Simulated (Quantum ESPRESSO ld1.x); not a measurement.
Values are calculated unless marked as measured or tabulated.
All-electron atom: W L in [Ar] 3d7. Level of theory: scalar-relativistic Kohn-Sham, LDA (Slater exchange, VWN5 correlation), spin-polarised, spherical densities, point nucleus; open shells are filled with parallel spins first (ld1.x of Quantum ESPRESSO 7.5).

Normalised radial functions P(r) = r R(r), r in bohr:

```
   r/bohr * 3p down (the largest magnitude, 2.52, reaches the edge; | marks zero)
0.0007586                             *
0.0009415                             *
 0.001168                             *
  0.00145                             *
   0.0018                             *
 0.002234                             *
 0.002772                             |*
 0.003468                             |*
 0.004305                             |*
 0.005342                             | *
 0.006631                             | *
 0.008229                             |  *
  0.01021                             |   *
  0.01268                             |     *
  0.01586                             |       *
  0.01968                             |         *
  0.02443                             |            *
  0.03032                             |              *
  0.03763                             |               *
   0.0467                             |               *
  0.05796                             |            *
  0.07251                             |     *
  0.08999                          *  |
   0.1117               *             |
   0.1386      *                      |
    0.172  *                          |
   0.2135    *                        |
    0.265           *                 |
   0.3315                   *         |
   0.4115                         *   |
   0.5107                            *|
   0.6338                             *
```

3p down: eigenvalue -4868.6 eV, 1 radial node at r = 0.0839 bohr, <r> = 0.193 bohr, 90 % of the charge inside 0.287 bohr.
